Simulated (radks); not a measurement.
Results of a calculation; reference values are marked as such.
Task: Pd3+, 43 electrons, occupied as [Kr] 4d7. Level of theory: Dirac Kohn-Sham, PBE, spin-unpolarised, spherical densities, point nucleus; open shells are shared between the two j in proportion to 2j + 1 (a radial shooting solver on a logarithmic mesh with Libxc functionals). Some entries of the table are withheld. Estimate them.

| orbital | occ. | eigenvalue (hartree) | <r> (bohr) | <r^2> (bohr^2) |
|---|---|---|---|---|
| 1s1/2 | 2 | (1) | 0.03185 | 0.001371 |
| 2s1/2 | 2 | (2) | 0.1380 | 0.02250 |
| 2p1/2 | 2 | (3) | 0.1171 | (4) |
| 2p3/2 | 4 | (5) | 0.1221 | (6) |
| 3s1/2 | 2 | (7) | 0.3790 | 0.1645 |
| 3p1/2 | 2 | -21.18649 | 0.3711 | 0.1603 |
| 3p3/2 | 4 | -20.16518 | 0.3820 | 0.1695 |
| 3d3/2 | 4 | -13.60899 | 0.3555 | 0.1509 |
| 3d5/2 | 6 | -13.40531 | 0.3590 | 0.1537 |
| 4s1/2 | 2 | -4.63087 | 0.9380 | 0.9957 |
| 4p1/2 | 2 | -3.47499 | 1.004 | 1.152 |
| 4p3/2 | 4 | -3.30635 | 1.033 | 1.219 |
| 4d3/2 | 2.8 | -1.54257 | 1.298 | 1.989 |
| 4d5/2 | 4.2 | -1.52142 | 1.311 | 2.029 |

Result: 
(1) 1s1/2 eigenvalue (hartree): -889.1254
(2) 2s1/2 eigenvalue (hartree): -131.0977
(3) 2p1/2 eigenvalue (hartree): -121.7080
(4) 2p1/2 <r^2> (bohr^2): 0.01685
(5) 2p3/2 eigenvalue (hartree): -115.8504
(6) 2p3/2 <r^2> (bohr^2): 0.01818
(7) 3s1/2 eigenvalue (hartree): -24.89119
